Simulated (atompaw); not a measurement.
# How hard is this tantalum PAW (atompaw) potential?

Ta (Z = 73), PAW, made with atompaw 4.2.0.5 (LDA (PW92), scalar-relativistic). Core [Xe] 4f14, reference 5d3 6s1 6p1. Waves: 6s (bound): rc 3.00 bohr; 6s channel at 1.1 Ry: rc 3.00 bohr; 6p (bound): rc 3.00 bohr; 6p channel at 0.15 Ry: rc 3.00 bohr; 5d (bound): rc 3.00 bohr; 5d channel at 1.65 Ry: rc 2.60 bohr; 5f channel at 0.25 Ry: rc 3.00 bohr; 5f channel at 1.45 Ry: rc 3.00 bohr. Local part: bessel scheme, radius 2.60 bohr. Core correction: smooth core density matched at 1.95 bohr. Augmentation charge: sinc compensation charge, radius 2.55 bohr; PAW radius 3.00 bohr; waves and projectors: custom polynom gramschmidtortho.

The pseudo-atom Hamiltonian at the reference potential is diagonalised in spherical Bessel functions j_l(qr) that vanish at 20 bohr, with q² up to the cutoff. All-electron valence levels (Ry): 6s -0.4856, 6p -0.1628, 5d -0.3749.

Task: How do the lowest levels (Ry) of each channel move with the cutoff, and are there ghosts?

Result:

| cutoff (Ry) | s #1 | s #2 | p #1 | p #2 | d #1 | d #2 | f #1 | f #2 | Σ f·Δε (mRy) |
| --- | --- | --- | --- | --- | --- | --- | --- | --- | --- |
| 8 | -0.4855 | -0.0306 | -0.1627 | 0.0245 | -0.3695 | 0.0326 | 0.0890 | 0.1998 | 16.6 |
| 10 | -0.4856 | -0.0306 | -0.1628 | 0.0245 | -0.3740 | 0.0323 | 0.0890 | 0.1998 | 2.9 |
| 12 | -0.4856 | -0.0306 | -0.1628 | 0.0245 | -0.3742 | 0.0323 | 0.0890 | 0.1998 | 2.3 |
| 15 | -0.4856 | -0.0306 | -0.1628 | 0.0245 | -0.3744 | 0.0323 | 0.0890 | 0.1998 | 1.5 |
| 18 | -0.4856 | -0.0306 | -0.1628 | 0.0245 | -0.3749 | 0.0323 | 0.0890 | 0.1998 | 0.2 |
| 21 | -0.4856 | -0.0306 | -0.1628 | 0.0245 | -0.3749 | 0.0323 | 0.0890 | 0.1998 | 0.1 |
| 25 | -0.4856 | -0.0306 | -0.1628 | 0.0245 | -0.3749 | 0.0323 | 0.0890 | 0.1998 | 0.1 |
| 400 | -0.4856 | -0.0306 | -0.1628 | 0.0245 | -0.3749 | 0.0323 | 0.0890 | 0.1998 | 0.0 |

Result: no extra level below or beside the all-electron valence levels (s, p, d, f tested); 10 mRy is reached at 10 Ry and 1 mRy at 18 Ry.
